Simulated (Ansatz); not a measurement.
Problem. Name a neutral molecule of B, F, O, Si and H with size of the dipole moment (PBE/def2-TZVPP) between 0.75 and 1.05 D and HOMO–LUMO gap (PBE/def2-TZVPP) between 2.55 and 2.85 eV (Ansatz, PBE0-D4/def2-TZVP geometry).

Solution. `B[Si](O)(F)[SiH3]` (1.01 D, 2.65 eV). Other molecules can fit too; these were computed, each in one conformer that needn't be the lowest.
